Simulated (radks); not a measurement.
Values are calculated unless marked as measured or tabulated.
Polarisability of the strontium ion Sr3+, [Ar] 3d10 4s2 4p5, at imaginary frequency. Code: a radial shooting solver on a logarithmic mesh with Libxc functionals. Model: non-relativistic Kohn-Sham, LDA (Slater exchange, Perdew-Wang correlation), spin-unpolarised, spherical densities, point nucleus; relativity is left out, which matters for an element this heavy. Response by self-consistent Sternheimer equations with the Hartree and adiabatic LDA kernel.

w (hartree),alpha1(iw) (bohr^3)
0.00266,4.591
0.0143,4.590
0.0360,4.586
0.0697,4.574
0.118,4.542
0.186,4.472
0.280,4.331
0.413,4.065
0.605,3.604
0.892,2.900
1.35,2.015
2.12,1.163
3.59,0.5526
6.94,0.2163
17.5,0.05666

Static values: alpha1 = 4.591 bohr^3 (0.6803 angstrom^3; uncoupled 7.364). C6 = 19.13, triple-dipole C9 = 64.04 atomic units. One-pole (London) frequency 4 C6 / (3 alpha1^2) = 1.210 hartree, against 1.845 for minus the highest occupied eigenvalue. The dipole shielding factor is 0.921, as the force sum rule N/Z = 0.921 demands.
